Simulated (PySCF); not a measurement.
## Vibration and rotation of GeB

UHF-CCSD(T) constants of GeB, ⁴Σ⁻ (quartet), unpaired electrons σ ↑, π ↑↑ (basis Ge pcseg-1, B pcseg-1; no relativity; PySCF 2.14; masses 73.9212 and 11.0093 u):

| Property | Result |
| --- | --- |
| ωe | 614.5 cm⁻¹ |
| ωexe | 4.07 cm⁻¹ |
| Be | 0.43517 cm⁻¹ |
| αe | 0.00395 cm⁻¹ |
| De to Ge + B | 2.70 eV |

Task: What force constant and bond length do these constants imply?

Result: Reduced mass μred = 9.5822 u; k = 5.8918×10⁻⁷·μred·ωe² (u, cm⁻¹, mdyn/Å) = 2.13 mdyn/Å; Re = √(16.8576/(μred·Be)) (u, cm⁻¹, Å) = 2.011 Å.

Task: Estimate the centrifugal constant D from the Kratzer relation and find the Dunham coefficient a1.

Result: D = 4Be³/ωe² = 8.73e-07 cm⁻¹; a1 = −1 − αeωe/(6Be²) = -3.14.

Correlated steps freeze 10 core orbitals. Correlated levels converge slowly with the basis: in double zeta they bind strong bonds too weakly, by up to about 1 eV, and carry superposition errors of some tenths. Spin–orbit coupling is left out. The state was picked by a PBE0 search and need not be the measured ground state.
